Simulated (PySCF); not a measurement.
# Static response to an electric field

Species: C6H8FN.
Structure used (PBE0-D3(BJ)/def2-SVP), in Å, numbered top down from 1:
```
atom  x, y, z in Å
C1     1.9504   -0.0595    0.2715
C2     0.6480    0.6951    0.1792
C3     0.7185    2.1237    0.1815
N4     0.8107    3.2811    0.1891
C5    -0.5562    0.0822    0.0995
C6    -1.8622    0.7948    0.0078
C7    -0.6018   -1.4198    0.1036
F8    -1.8835   -1.8859    0.0211
H9     2.0977   -0.7124   -0.6041
H10    2.8052    0.6255    0.3237
H11    1.9796   -0.7000    1.1680
H12   -2.3915    0.5071   -0.9141
H13   -1.7310    1.8838    0.0218
H14   -2.5199    0.4986    0.8397
H15   -0.0241   -1.8260   -0.7471
H16   -0.1431   -1.8163    1.0281
```

Level: wB97X-D/def2-SVPD (PySCF), static field, nuclei fixed, core orbitals frozen in the response. The polarisability tensor in these axes (au):

```
x   87.33 10.44  2.16
y   10.44 94.36  0.63
z    2.16  0.63 55.73
```

Question: What are the eigenvalues, a third of the trace, and Δα (Δα² = ½Σ(αi − αj)² over the three pairs)?

Answer: Principal values 55.59, 79.91 and 101.93 au; mean 79.14 au = 11.73 Å³ = 13.05 × 10⁻⁴⁰ C²·m²/J; Δα = 40.15 au (51 % of the mean).

Question: What is the dipole moment, and where does it point?

Answer: (0.55, -3.78, 0.04) D, 3.82 D in size, pointing from the negative to the positive side. Measured along this direction, the outermost atoms are N4 at the negative end and H15 and H16 at the positive end.

Question: Give the eigenvalues of the traceless quadrupole moment Θ = ½Σq(3rr − r²1), origin at the centre of nuclear charge.

Answer: -21.40, 7.82, 13.58 D·Å. The values depend on the origin, since the dipole doesn't vanish. The electronic extent ⟨r²⟩ about the same centre is 1134 bohr², a root-mean-square distance of 2.30 Å for the 60 electrons.

Question: Refractivity n − 1 of an ideal gas of it at 298.15 K and 1 atm, from the electronic α?

Answer: N = p/kT = 2.4615 × 10¹⁹ cm⁻³, so n − 1 = 2π × N × 11.73 × 10⁻²⁴ cm³ = 1814 × 10⁻⁶ at long wavelengths.

Question: Find the Langevin capture rate constant for O2+ (31.990 u) meeting this molecule (113.064 u), k = 2.342 × 10⁻⁹ cm³/s × √(α in Å³ / reduced mass in u).

Answer: The reduced mass is 24.93 u, so k = 1.61 × 10⁻⁹ cm³/s. The formula leaves out the permanent dipole, which adds to the capture rate.

Isolated species at its PBE0-D3(BJ)/def2-SVP geometry (one conformer only).
